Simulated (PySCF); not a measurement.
Species: C6H11O2 (doublet state).
Cartesian coordinates in Å at the GFN2-xTB level; atoms count from 1:
```
atom  x, y, z in Å
C1    -1.8021   -0.5009    1.4426
O2    -0.6391   -0.8086    0.7030
C3    -0.2671    0.0263   -0.2988
C4    -1.2417    0.9090   -0.9963
C5     1.1514   -0.0475   -0.7240
C6     1.9232   -1.3015   -0.3752
C7     1.2878    1.1162    0.2476
O8     1.2390    2.3013   -0.0624
H9    -1.8742   -1.2696    2.2099
H10   -2.6972   -0.5304    0.8152
H11   -1.7223    0.4818    1.9171
H12   -1.9559    0.3130   -1.5708
H13   -1.8028    1.5312   -0.2980
H14   -0.7060    1.5683   -1.6726
H15    1.2961    0.2709   -1.7551
H16    1.7472   -1.5813    0.6596
H17    2.9873   -1.1341   -0.5215
H18    1.6059   -2.1238   -1.0124
H19    1.4606    0.7891    1.2847
```

The hyperfine couplings belong to this conformer and change with its torsions.

As a line formula: `C[C@H](C=O)[C](OC)C` [radical].

Computed with UKS B3LYP, pcH-1 on C H O, non-relativistic, mean-field spin-orbit, GIAO (PySCF). Geometry: GFN2-xTB, one conformer, isolated molecule. Couplings are sensitive to structure, and on GFN2-xTB geometries they can be far from those on DFT ones. No stability test was run, so a lower SCF solution isn't excluded.

Question: The isotropic 17O couplings are -19.7, -16.9 MHz. Assign them to O2; O8.

Answer: 
| site | a_iso (MHz) | ρ(0) (bohr⁻³) | position | distance from C3 (Å) | spin population | largest \|T\| (MHz) |
| --- | --- | --- | --- | --- | --- | --- |
| O2 | -16.9 | +0.0279 | 1 bond from C3 | 1.36 | +0.09 | 49.7 |
| O8 | -19.7 | +0.0325 | 3 bonds from C3 | 2.74 | +0.26 | 87.7 |

Question: Match the computed a_iso(1H) values +40.2, +30.2, -11.1, +7.0, +2.1 MHz (means over equivalent nuclei) with the sites H9/H10/H11; H12/H13/H14; H15; H16/H17/H18; H19.

Answer: 
| site | a_iso (MHz) | ρ(0) (bohr⁻³) | position | distance from C3 (Å) | bound to | spin population there | largest \|T\| (MHz) |
| --- | --- | --- | --- | --- | --- | --- | --- |
| H9/H10/H11 | +7.0 | +0.0016 | 3 bonds from C3 | 2.89 | C1 | -0.01 | 5.0 |
| H12/H13/H14 | +40.2 | +0.0090 | 2 bonds from C3 | 2.13 | C4 | -0.05 | 6.1 |
| H15 | +30.2 | +0.0067 | 2 bonds from C3 | 2.15 | C5 | -0.04 | 4.8 |
| H16/H17/H18 | +2.1 | +0.0005 | 3 bonds from C3 | 3.05 | C6 | +0.01 | 3.8 |
| H19 | -11.1 | -0.0025 | 3 bonds from C3 | 2.46 | C7 | +0.05 | 8.1 |

ρ(0) is the spin density at the nucleus and T the dipolar tensor; entries for several nuclei are means. The largest Mulliken spin populations are on C3 (+0.59), O8 (+0.26) and O2 (+0.09). The angles at C3 add up to 359.9°, so it is planar.

Examples of negative spin density at the nucleus (bohr⁻³): C4 (-0.0180), C5 (-0.0099) and H19 (-0.0025).

Class means assume fast exchange of nuclei equivalent by connectivity; if that motion is slow, each nucleus keeps its own coupling. The three 1H nuclei of mean +40.2 MHz run from 1.3 to 73.1 MHz in the frozen geometry. The three 1H nuclei of mean +7.0 MHz run from -1.5 to 14.2 MHz in the frozen geometry.

The SMILES `CO[C](C)[C@H](C)C=O` draws the unpaired electron on C3, whose computed spin population is only +0.59.
